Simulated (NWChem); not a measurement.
Polarisability of silene (CH$_{4}$Si)

```xyz
6

C      0.0000     0.0000    -1.1569
Si     0.0000     0.0000     0.5507
H      0.9266     0.0000    -1.7379
H     -0.9266     0.0000    -1.7379
H     -1.2496     0.0000     1.3539
H      1.2496     0.0000     1.3539
```
Charge 0, spin multiplicity 1.

Everything below was run with NWChem. The geometry was optimised at PBE0/def2-SVP, a minimum by its harmonic frequencies.

Basis set: 6-31G*. Static limit. This basis has no diffuse functions, which lowers polarisabilities.

The correlated methods keep 6 core orbitals frozen. B3LYP has NWChem's definition, with VWN1-RPA local correlation. The Pople sets run with spherical d functions. Coupled-cluster values serve here as a point of comparison, not as the truth.

Q: Order these methods by the isotropic polarisability they give, lowest first: B3LYP, CCSD linear response, HF, PBE, LDA (SVWN5).

A: CCSD linear response (34.58 bohr³), B3LYP (35.50 bohr³), PBE (35.64 bohr³), LDA (SVWN5) (35.72 bohr³), HF (36.31 bohr³)
